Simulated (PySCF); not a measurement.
A side-by-side comparison of computed properties.

First species: dichloromethane, CH2Cl2.
SMILES: `ClCCl`

Second species: C3H15NSi4.
SMILES: `C[Si]1(N([SiH3])[SiH3])C[SiH2]C1`

Levels: PBE0/pcSseg-1 for dipole moment, HOMO energy, LUMO energy and HOMO–LUMO gap; GFN2-xTB for rotational constant A and rotational constant C. Geometries: GFN2-xTB. Each species is one conformer at its optimised geometry, gas phase, non-relativistic unless stated. Electronic properties by PySCF.

Dipoles, sizes and rotational constants follow the conformer. The torsions of the flexible species, by atom-mapped SMILES:
- `[CH3:1][Si:2]1([N:3]([SiH3:4])[SiH3:5])[CH2:6][SiH2:7][CH2:8]1`: C1–Si2–N3–Si4 -28°

Q: Which has the higher rotational constant C?

A: The first: 3.083 GHz against 0.579 GHz, a difference of 2.504 GHz.

Q: Which has the higher HOMO–LUMO gap?

A: The first: 8.73 eV against 7.23 eV, a difference of 1.50 eV.

Q: Which of the two has the higher HOMO energy, and by how much?

A: The second: -7.16 eV against -8.81 eV, a difference of 1.65 eV.

Q: Which has the higher LUMO energy?

A: The second: 0.07 eV against -0.08 eV, a difference of 0.15 eV.

Q: Which of the two has the higher rotational constant A, and by how much?

A: The first: 31.381 GHz against 1.463 GHz, a difference of 29.918 GHz.

Q: Which of the two has the higher dipole moment, and by how much?

A: The first: 1.85 D against 0.65 D, a difference of 1.20 D.

On the first: A dipole of 1.85 D is allowed in C2v, and pure rotational transitions are dipole-allowed. The dipole matches unit charges of opposite sign 0.39 Å apart (1 e·Å = 4.8032 D).

On the second: The dipole matches unit charges of opposite sign 0.14 Å apart (1 e·Å = 4.8032 D).
